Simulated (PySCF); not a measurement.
C3H7O, SMILES CC(C)[O], multiplicity 2.

Coordinates come from a PBE-D3(BJ)/def2-SVP optimisation. The isomer is the one that the SMILES or the coordinates give; other isomers of the formula were not compared.

Calculation: PBE/def2-TZVP run with PySCF.

The molecule is in vacuum.

| Property | Value |
|---|---|
| total energy | -193.51229 hartree |
| point group | Cs |
| α spin, highest occupied and lowest empty level | -6.17 and 0.23 eV |
| β spin, highest occupied and lowest empty level | -5.76 and -5.01 eV |
| dipole moment | 2.18 D |
| quadrupole, principal values (traceless, Buckingham form, about the centre of nuclear charge) | -4.62, 1.22, 3.40 D·Å |
| mean static polarisability | 46.3 bohr³ (6.87 Å³) |
| polarisability, principal values | 39.9, 47.1, 52.0 bohr³ |
| ⟨S²⟩ | 0.753 (pure state 0.75) |
